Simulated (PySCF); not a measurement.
# SnS, PBE0: how much the basis matters

PySCF, UKS reference; singlet, unpaired electrons none; De to Sn + S without counterpoise correction.

```tsv
basis	relativity	functions	Re (Å)	ωe (cm⁻¹)	De (eV)	μ (D)
def2-SVP	scalar-relativistic core potentials	44	2.223	499	4.85	-3.17
x2c-SVPall	spin-free X2C	54	2.218	505	4.90	-3.12
def2-SVPD	scalar-relativistic core potentials	59	2.231	491	4.88	-3.65
cc-pVTZ-PP/cc-pV(T+d)Z	scalar-relativistic core potentials	78	2.208	503	4.95	-3.36
x2c-TZVPPall	spin-free X2C	102	2.205	504	4.99	-3.34
```

How does each smaller set differ from the one with most functions, x2c-TZVPPall?

def2-SVP: +1.8 pm, -1.0 % in ωe, -0.14 eV in De; x2c-SVPall: +1.3 pm, +0.2 % in ωe, -0.09 eV in De; def2-SVPD: +2.6 pm, -2.6 % in ωe, -0.11 eV in De; cc-pVTZ-PP/cc-pV(T+d)Z: +0.3 pm, -0.2 % in ωe, -0.04 eV in De. All at PBE0; the set with most functions is neither the basis-set limit nor always the best. The rows treat relativity differently, so the differences are not basis effects alone.

A positive dipole means Sn(−)S(+). Measured (Huber and Herzberg, Constants of Diatomic Molecules (1979)): Re = 2.209026 Å, ωe = 487.26 cm⁻¹. These are scalar-relativistic numbers at best; spin–orbit coupling would shift them, the dissociation energy most.
